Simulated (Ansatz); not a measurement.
# A cut through the energy surface

CH2F2Si (SMILES FC=[SiH]F), closed shell, at its PBE0-D4/def2-TZVP minimum:

F1  (1.130, -1.413, -0.899)
C2  (0.745, -0.196, -0.486)
Si3  (-0.636, 0.214, 0.422)
F4  (-1.730, -0.805, 0.947)
H5  (1.422, 0.601, -0.787)
H6  (-0.931, 1.599, 0.804)
(Å)

The angle H6–Si3–F4 (112.5° at the minimum) is set to the values below, H6, with anything bonded beyond it, turning rigidly in the plane of the angle. Each method's energies count from its own value at the PBE0-D4 minimum structure. Program: Ansatz 0.2.0. Basis: def2-TZVPP. Cores are frozen in the correlated methods. B3LYP uses VWN-RPA correlation.

| angle (°) | CCSD(T) (kcal/mol) | B3LYP-D4 (kcal/mol) | PBE0-D4 (kcal/mol) |
| --- | --- | --- | --- |
| 82.5 | 17.26 | 16.84 | 16.59 |
| 90.0 | 9.42 | 9.19 | 9.06 |
| 97.5 | 4.09 | 3.98 | 3.94 |
| 105.0 | 1.02 | 0.98 | 0.97 |
| 112.5 | 0.00 | 0.00 | 0.00 |
| 120.0 | 0.91 | 0.95 | 0.91 |
| 127.5 | 3.70 | 3.79 | 3.67 |
| 135.0 | 8.38 | 8.53 | 8.29 |
| 142.5 | 15.02 | 15.26 | 14.83 |

Minimum and curvature along this coordinate at CCSD(T): A fifth-order fit through the nearest points gives 112.7°, with a curvature of about 1.5 meV/deg².

Largest difference from the CCSD(T) curve over the scan: PBE-D4 1.16; r2SCAN-D4 0.39; wB97M-V 0.73; HF 3.13 kcal/mol. Each curve counts from its own value at the minimum.

No T1 diagnostic of these runs exceeds 0.015. The restricted Hartree–Fock reference is unstable towards an unrestricted one here.

For scale, one of the runs: CCSD(T)/def2-TZVPP, 163 basis functions (an equivalent command: `ansatz run in.yaml --threads 2`). Hardware: 2 CPU threads, shared host. Wall time 20 s; peak host memory 1.3 GiB.
